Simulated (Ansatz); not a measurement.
Consider the ligand exchange at a B–N bond: `BN(C)[SiH2][SiH3]` + `C[Si](O)(O)O` → `BO[Si](C)(O)O` + `CN[SiH2][SiH3]`.

Calculated with Ansatz (gas phase, PBE0-D4/def2-TZVP geometries, no zero-point term in ΔE). CCSD(T)/CBS adds triple-zeta CCSD(T) − MP2 to the extrapolated MP2 energy (def2 sets, frozen cores). Functionals use def2-TZVPP. B3LYP here is the variant with VWN-RPA as its local correlation; programs differ in this. Each species was taken in one conformer, which may not be the lowest.

`BN(C)[SiH2][SiH3]`:

Z-matrix (Å, degrees):
```
C
N 1 1.458
H 1 1.095 2 111.0
H 1 1.090 2 109.8 3 120.1
H 1 1.094 2 111.0 3 -119.9
Si 2 1.758 1 115.8 3 60.0
B 2 1.393 1 121.8 3 -120.0
Si 6 2.336 2 112.2 1 -180.0
H 6 1.492 2 108.4 1 -57.4
H 6 1.492 2 108.4 1 57.4
H 7 1.200 2 119.4 1 180.0
H 7 1.199 2 119.8 1 -0.0
H 8 1.486 6 111.3 2 61.3
H 8 1.486 6 111.3 2 -61.3
H 8 1.490 6 107.3 2 180.0
```

`C[Si](O)(O)O`:

Z-matrix (Å, degrees):
```
C
Si 1 1.847
H 1 1.092 2 110.3
H 1 1.092 2 110.9 3 120.0
H 1 1.093 2 111.2 3 -119.5
O 2 1.639 1 113.1 3 -57.4
O 2 1.647 1 112.4 3 -174.5
O 2 1.637 1 105.6 3 62.1
H 6 0.958 2 116.0 1 -107.2
H 7 0.958 2 117.9 1 -59.1
H 8 0.959 2 116.8 1 -166.6
```

`BO[Si](C)(O)O`:

Z-matrix (Å, degrees):
```
Si
O 1 1.651
O 1 1.639 2 103.0
C 1 1.844 2 112.9 3 -122.8
O 1 1.634 2 108.2 3 119.1
B 2 1.345 1 133.8 3 87.4
H 3 0.958 1 117.6 2 171.0
H 4 1.092 1 110.8 2 60.2
H 4 1.093 1 110.6 2 -179.8
H 4 1.092 1 110.8 2 -60.3
H 5 0.959 1 117.6 2 -48.7
H 6 1.200 2 118.2 1 -177.0
H 6 1.205 2 120.4 1 3.5
```

`CN[SiH2][SiH3]`:

Cartesian coordinates in Å:
```
C 0.874 0.755 -1.613
N 1.314 0.337 -0.299
Si 0.473 -0.846 0.628
Si -1.729 -0.270 1.231
H 0.484 -0.108 -2.158
H 1.712 1.149 -2.195
H 0.083 1.517 -1.596
H 1.808 1.054 0.209
H 1.265 -1.076 1.867
H 0.404 -2.105 -0.167
H -2.552 0.021 0.022
H -1.744 0.947 2.091
H -2.391 -1.376 1.980
```

CCSD(T)/CBS gives +18.1 kJ/mol.

Question: Another level gave +18.5 kJ/mol. Which?
A. ωB97X-V/def2-TZVPP
B. B3LYP/def2-TZVPP
C. HF/def2-TZVPP
D. CCSD(T)/def2-TZVPP

Answer: D. CCSD(T)/def2-TZVPP 18.5, ωB97X-V 13.4, HF/def2-TZVPP -5.5, B3LYP 7.8 kJ/mol.

Largest T1 diagnostic among the species: 0.013.

In def2-TZVPP, CCSD(T) changes the Hartree–Fock value by +24.0 kJ/mol (the triples alone add +3.4 kJ/mol) and MP2 by +26.5 kJ/mol. The D4 term adds +3.7 kJ/mol with B3LYP and +1.6 kJ/mol with PBE0; it sums over pairs of atoms, weighted by their polarisabilities, and B3LYP, whose exchange is more repulsive, gets the larger term.
